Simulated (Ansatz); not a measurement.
Computed with Ansatz on PBE0-D4/def2-TZVP structures; ΔE is electronic, products minus reactants. CCSD(T)/CBS is the MP2 limit (def2-TZVPP, def2-QZVPP) plus CCSD(T) − MP2 in def2-TZVPP, frozen cores. Functionals use def2-TZVPP. For Ge, Se outer-core shells are correlated without core-valence functions, which leaves a few kJ/mol of doubt a bond. Scalar relativity is left out up to krypton. One conformer a species, not always the lowest.

Consider the redistribution: `[CH3][Ge]([CH3])([Cl])[SeH]` + `CC(=O)O[SiH3]` → `O=C([SeH])O[SiH3]` + `[CH3][Ge]([CH3])([CH3])[Cl]`.

```
             level  ΔE (kJ/mol)
         r2SCAN-D4         79.9
CCSD(T)/def2-TZVPP         80.2
```

(1) What does CCSD(T)/CBS give? (Best estimate.)

Largest T1 diagnostic among the species: 0.014.

Answers

(1) Computed: +84.7 kJ/mol. The listed levels differ from it by -4.8, -4.5 kJ/mol.

From PBE to PBE0 (25 % exact exchange), in def2-TZVPP and without D4, ΔE moves by +8.6 kJ/mol. In def2-TZVPP, CCSD(T) changes the Hartree–Fock value by −21.4 kJ/mol (the triples alone add −3.4 kJ/mol) and MP2 by −22.1 kJ/mol.
